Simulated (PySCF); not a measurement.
wavenumber (cm⁻¹), absorption (km/mol per cm⁻¹) and a bar:
```
        0      0.011 
       16      0.014 
       31      0.017 
       47      0.023 
       62      0.032 #
       78      0.047 #
       93      0.077 ##
      109      0.146 ###
      125      0.359 ########
      140      1.271 ############################
      156      1.116 #########################
      171      0.322 #######
      187      0.135 ###
      202      0.073 ##
      218      0.045 #
      233      0.031 #
      249      0.023 
      265      0.017 
      280      0.014 
      296      0.011 
      311      0.009 
      327      0.008 
      342      0.007 
      358      0.006 
      374      0.006 
      389      0.005 
      405      0.005 
      420      0.005 
      436      0.005 
      451      0.005 
      467      0.004 
      482      0.005 
      498      0.005 
      514      0.005 
      529      0.005 
      545      0.005 
      560      0.006 
      576      0.006 
      591      0.007 
      607      0.008 
      623      0.010 
      638      0.011 
      654      0.014 
      669      0.018 
      685      0.023 
      700      0.032 #
      716      0.048 #
      731      0.078 ##
      747      0.150 ###
      763      0.378 ########
      778      1.339 ##############################
      794      1.003 ######################
      809      0.294 #######
      825      0.126 ###
      840      0.069 #
      856      0.043 #
      872      0.029 #
      887      0.021 
      903      0.016 
      918      0.013
```

This is the computed harmonic infrared spectrum of singlet [InF2]+, Lorentzian lines of 23 cm⁻¹ full width. Level of theory: PBE0 in PySCF with In def2-TZVP with ECP28, F def2-TZVP; scalar-relativistic core potentials, no spin–orbit coupling; density-fitted integrals.

Problem. Which bands make it up, and how are they assigned?

Solution. In D∞h symmetry, counting bands above 1 % of the strongest: 147 cm⁻¹ (πu, bend, 63 km/mol); 784 cm⁻¹ (σu+, stretch, 61 km/mol).

Only a few start shapes were tried, so a lower isomer may exist.
